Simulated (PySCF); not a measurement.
C2H8BFN2, SMILES B(N)(N)[C@H](C)F. Atoms are numbered in the order given.

```xyz
14

C      1.7564    -0.3516     0.6415
C      0.7474     0.0667    -0.4127
F      0.8575     1.4648    -0.5828
B     -0.7642    -0.3014    -0.0343
N     -1.1362    -1.6639     0.0914
N     -1.6460     0.7753     0.1872
H      1.5166     0.1165     1.6096
H      2.7785    -0.0535     0.3571
H      1.7410    -1.4439     0.7832
H      1.0265    -0.3845    -1.3865
H     -0.5019    -2.4269    -0.1001
H     -2.0699    -1.9737     0.3280
H     -1.3112     1.7230     0.0671
H     -2.6228     0.6962     0.4351
```
Charge 0, spin multiplicity 1.

Geometry optimised at r2SCAN-D4/def2-SVP. The structure was generated by enumeration; whether it is a known compound was not checked. Other conformers were not sampled.

Level of theory: PBE/pcSseg-1 run with PySCF.

GIAO shieldings, no solvent; atoms listed in one row are averaged. δ = σ(ref) − σ: ¹³C against TMS (σ = 182.0 ppm); ¹⁹F against CFCl3 (σ = 133.6 ppm); ¹¹B against BF3 (σ = 83.9 ppm); ¹⁵N against NH3 (σ = 267.0 ppm); ¹H against TMS (σ = 31.49 ppm), references at their B3LYP-D3(BJ)/def2-TZVP geometries, non-relativistic.

Computed chemical shifts:
```tsv
nucleus	atoms	count	δ (ppm)
¹³C	C2	1	91.9
¹³C	C1	1	24.7
¹⁹F	F3	1	-265.8
¹¹B	B4	1	14.7
¹⁵N	N6	1	69.6
¹⁵N	N5	1	63.8
¹H	H10	1	4.85
¹H	H13	1	3.30
¹H	H14	1	2.34
¹H	H12	1	2.24
¹H	H11	1	1.84
¹H	H7, H8, H9	3	1.58
```
